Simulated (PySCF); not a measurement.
**Correlation energy of Nd⁴⁶⁺ (neodymium, charge +46)**

[Ne] 3s2 3p2, high-spin 3P determinant. All numbers are calculated (PySCF 2.14, no relativity, point nucleus, in an uncontracted even-tempered set (16 s from 9.6 bohr⁻², ratio 2.5; 10 p from 12 bohr⁻², ratio 2.5; 4 d from 50 bohr⁻², ratio 2.7; 4 f from 74 bohr⁻², ratio 2.7)). Frozen: 1s2; 12 electrons correlated; the 17 highest virtual orbitals of each spin left out.

```json
{"level": "CCSD", "correlation energy (mhartree)": "-531.83"}
{"level": "(T)", "correlation energy (mhartree)": "-1.41"}
{"level": "CCSD(T)", "correlation energy (mhartree)": "-533.24"}
```

Diagnostics: T1 = 0.00085, D1 = 0.0037, largest double amplitude 0.082.

**Question.** Is a single reference adequate?

**Answer.** Mostly. T1 lies below 0.03, but a double amplitude of this size points to a near-degeneracy that CCSD handles and MP2 describes poorly.

At this charge a non-relativistic calculation is a model, useful for the Z dependence of the correlation energy.

Spin-orbit coupling is strong in this species, so the high-spin LS determinant is a model state.
